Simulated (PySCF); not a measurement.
The same groups moved round the core (propene cyano+boryl). All species are isolated molecules in the gas phase. One relaxed conformer stands for each flexible species; it need not be the lowest. Strings in code marks are SMILES.

Quantity: electronic energy of isomers of C4H6BN relative to `B/C(C#N)=C/C`, in kcal/mol.

Case: `B/C(C)=C/C#N`. Geometry of `B/C(C)=C/C#N` (neutral, multiplicity 1, Å):

```xyz
12

B     -1.8211     0.2462    -0.1703
C     -0.2948     0.0342    -0.0269
C      0.2664    -1.3030     0.3470
C      0.4834     1.1048    -0.2531
C      1.9087     1.0887    -0.1637
N      3.0531     1.0872    -0.0943
H     -2.2334     1.3210    -0.4719
H     -2.5806    -0.6509     0.0175
H     -0.0448    -2.0560    -0.3795
H     -0.1366    -1.6218     1.3100
H      1.3534    -1.3079     0.4075
H      0.0462     2.0575    -0.5224
```

Predict the electronic energy of isomers of C4H6BN relative to `B/C(C#N)=C/C` from CAM-B3LYP-D3(BJ)/def2-TZVP (PySCF).

4.54 kcal/mol.
